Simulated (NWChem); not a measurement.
System: CH3FMgO; SMILES C[O][Mg][F]

Input file for NWChem:

```
start job
memory heap 200 mb stack 900 mb global 1100 mb
geometry units angstroms
  Mg     0.068782    -1.014617    -0.000038
  F      0.504505    -2.719232     0.000676
  O     -0.366826     0.691677    -0.000751
  C     -0.707087     2.022058    -0.001307
  H     -1.305292     2.299816     0.889348
  H      0.184389     2.680464    -0.004596
  H     -1.310411     2.297756    -0.889132
end
basis spherical
  Mg library 6-31g*
  F library 6-31g*
  O library 6-31g*
  C library 6-31g*
  H library 6-31g*
end
dft
  xc b3lyp
  iterations 150
end
driver
  maxiter 120
end
task dft optimize
task dft freq
```

Output (shortened):

```
             Northwest Computational Chemistry Package (NWChem) 7.3.0
             --------------------------------------------------------

 C3  symmetry detected

                             Geometry "geometry" -> ""
                             -------------------------

 Output coordinates in angstroms (scale by  1.889725989 to convert to a.u.)

  No.       Tag          Charge          X              Y              Z
 ---- ---------------- ---------- -------------- -------------- --------------
    1 Mg                  12.0000     0.00000000    -0.00000000    -0.72927078
    2 F                    9.0000     0.00000000     0.00000000    -2.48869322
    3 O                    8.0000     0.00000000     0.00000000     1.03174992
    4 C                    6.0000     0.00000000    -0.00000000     2.40495470
    5 H                    1.0000     0.97970585    -0.30751405     2.82192025
    6 H                    1.0000    -0.22353795     1.00220717     2.82192025
    7 H                    1.0000    -0.75616790    -0.69469313     2.82192025

 Effective nuclear repulsion energy (a.u.)     132.0821635951

      Symmetry information
      --------------------

 Group name             C3
 Group number              5
 Group order               3
 No. of unique centers     5

                                Z-matrix (autoz)
                                --------

 Units are Angstrom for bonds and degrees for angles

[...]

      ----------------------
      Optimization converged
      ----------------------

  Step       Energy      Delta E   Gmax     Grms     Xrms     Xmax
  ---- ---------------- -------- -------- -------- -------- --------
@    3    -415.14448299 -1.4D-06  0.00002  0.00001  0.00061  0.00148
                                     ok       ok       ok       ok

                                Z-matrix (autoz)
                                --------

 Units are Angstrom for bonds and degrees for angles

[...]

 Rotational Constants
 --------------------
 A=   5.313809 cm-1  (  7.645215 K)
 B=   0.070309 cm-1  (  0.101157 K)
 C=   0.070309 cm-1  (  0.101157 K)

 Temperature                      =   298.15K
 frequency scaling parameter      =   1.0000

 Zero-Point correction to Energy  =   27.213 kcal/mol  (  0.043367 au)
 Thermal correction to Energy     =   31.031 kcal/mol  (  0.049450 au)
 Thermal correction to Enthalpy   =   31.623 kcal/mol  (  0.050394 au)

 Total Entropy                    =   75.211 cal/mol-K
   - Translational                =   38.803 cal/mol-K (mol. weight =  74.0018)
   - Rotational                   =   21.441 cal/mol-K (symmetry #  =        3)
   - Vibrational                  =   14.967 cal/mol-K

 Cv (constant volume heat capacity) =   16.310 cal/mol-K
   - Translational                  =    2.979 cal/mol-K
   - Rotational                     =    2.979 cal/mol-K
   - Vibrational                    =   10.351 cal/mol-K

[normal modes left out]

 ----------------------------------------------------------------------------
 Normal Eigenvalue ||           Projected Infra Red Intensities
  Mode   [cm**-1]  || [atomic units] [(debye/angs)**2] [(KM/mol)] [arbitrary]
 ------ ---------- || -------------- ----------------- ---------- -----------
    1       -0.000 ||    0.000175           0.004         0.171       0.037
    2        0.000 ||    0.000155           0.004         0.151       0.032
    3        0.000 ||    0.000210           0.005         0.204       0.044
    4        0.000 ||    0.000000           0.000         0.000       0.000
    5        0.000 ||    0.000095           0.002         0.093       0.020
    6        0.000 ||    0.000137           0.003         0.134       0.029
    7       65.179 ||    0.001632           0.038         1.591       0.341
    8       65.181 ||    0.001632           0.038         1.591       0.341
    9      147.906 ||    0.102317           2.361        99.744      21.367
   10      147.906 ||    0.102318           2.361        99.744      21.367
   11      493.021 ||    0.000006           0.000         0.006       0.001
   12      851.378 ||    0.057006           1.315        55.573      11.904
   13     1204.199 ||    0.000316           0.007         0.308       0.066
   14     1204.201 ||    0.000316           0.007         0.308       0.066
   15     1272.048 ||    0.375545           8.664       366.100      78.424
   16     1530.811 ||    0.046366           1.070        45.200       9.682
   17     1531.121 ||    0.000001           0.000         0.000       0.000
   18     1531.121 ||    0.000001           0.000         0.001       0.000
   19     2971.570 ||    0.155687           3.592       151.771      32.512
   20     3014.674 ||    0.080850           1.865        78.817      16.884
   21     3014.675 ||    0.080850           1.865        78.817      16.884
 ----------------------------------------------------------------------------
```

Level: B3LYP/6-31G* (spherical d).
